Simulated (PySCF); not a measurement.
Species: C₆H₁₅OP₂ (charge +1).
Numbering: `[PH2:1][CH2:2][CH2:3][PH+:4]1[CH2:5][CH2:6][O:7][CH2:8][CH2:9]1`

NICS is the negative of the GIAO shielding at a point without a nucleus: at the ring centre (0) and 1 Å above and below it (1); zz is the component along the ring normal. Level: GIAO PBE0/pcSseg-1 (PySCF, non-relativistic, gas phase) on the GFN2-xTB geometry, one conformer.

Ring bond lengths (Å), with Mayer bond orders in brackets: P4–C5 1.810 (0.98), C5–C6 1.544 (1.00), C6–O7 1.401 (0.94), O7–C8 1.402 (0.94), C8–C9 1.542 (0.99), C9–P4 1.815 (1.00).

Question: What do the NICS probes read (ppm)?

Answer: 
| ring | type | NICS(0) | NICS(1), two faces | NICS(1)zz, two faces | rms pucker (Å) | centre to ring atoms, mean (Å) |
| --- | --- | --- | --- | --- | --- | --- |
| P4–C5–C6–O7–C8–C9 | 6-membered ring with O and P; formal bonds all single | -2.5 | -2.2 / -2.1 | 3.6 / 2.8 | 0.25 | 1.52 |

Question: What can be read from them?

Answer: 
- P4–C5–C6–O7–C8–C9: mean NICS(1)zz 3.2 ppm, deshielded. P4, C5, C6, C8, C9 have four or more neighbours, so the value isn't read as a sign of a π ring current.

Question: What field does 11.7 T along the ring normal induce along that normal at the second NICS(1) probe listed for ring P4–C5–C6–O7–C8–C9, 1 Å off the ring?

Answer: NICSzz × B0 = 2.8 ppm × 11.7 T = 33 μT, along the applied field.

Question: Give the inner angles of the rings and the Hirshfeld charges of the ring atoms.

Answer: 
- P4–C5–C6–O7–C8–C9: P4 103.8° (+0.436 e), C5 107.8° (-0.093 e), C6 112.5° (+0.022 e), O7 114.4° (-0.125 e), C8 112.1° (+0.020 e), C9 107.9° (-0.095 e); sum 658.5° against 720° for a flat convex ring.
